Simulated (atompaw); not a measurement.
## PBEsol PAW (atompaw) dataset for Ce, scalar-relativistic all-electron reference.

cerium, PAW, made with atompaw 4.2.0.5 (PBEsol, scalar-relativistic). Core [Kr] 4d10 5s2, reference 4f1 5p6 5d1 6s1.75 6p0 (charge +0.25). Waves: 6s (bound); 6s channel at 3.6 Ry; 5p (bound); 6p (bound, empty); 5d (bound); 5d channel at 0.05 Ry; 4f (bound); 4f channel at 4.7 Ry. Local part: troulliermartins scheme with l = 4 at 0.5 Ry, radius 2.35 bohr. Core correction: smooth core density matched at 2.15 bohr. Augmentation charge: sinc compensation charge, radius 2.20 bohr; PAW radius 3.00 bohr; waves and projectors: bloechl.

All-electron outer shells of the reference configuration (PBEsol, scalar-relativistic, ld1.x):

| shell | level (eV) | outermost node (bohr) | outermost maximum (bohr) |
| --- | --- | --- | --- |
| 4d | -111.78 | 0.31 | 0.66 |
| 5s | -41.99 | 0.75 | 1.37 |
| 5p | -24.60 | 0.81 | 1.55 |
| 4f | -6.80 | – | 0.71 |
| 6s | -4.91 | 1.81 | 3.68 |
| 5d | -4.37 | 0.92 | 2.15 |
| 6p | -2.31 | 2.15 | 4.72 |

Results:

```
Cutoffs needed                                           : 35 Ry and 45 Ry (the cutoffs (Ry, on a coarse ladder) from which the occupation-weighted sum of valence levels, in a spherical-Bessel basis at the reference potential, stays within 10 and 1 mRy of its value at 400 Ry)
Ghost test                                               : ghost state, extra bound levels that the all-electron valence spectrum of the same l lacks: s at -54.7 eV; a true bound ghost makes a file unfit for plane-wave use (spherical-Bessel basis up to 400 Ry, 20 bohr box)
Lowest eigenvalue of the overlap operator                : 0.01 (d channel)
Overlap eigenvalues printed by atompaw (projector basis) : 0.0111, 0.279, 0.296, 0.761, 1.8, 5.01, 14.3, 228
Warning                                                  : the pseudo core plus compensation charge is negative at some radii, so no UPF file was written
Share of each valence orbital outside the PAW sphere     : 6s 82 %, 5p 4 %, 6p 94 %, 5d 38 %, 4f 2 %
```

Generation and tests took about 8.9 s on one core of a shared server CPU.
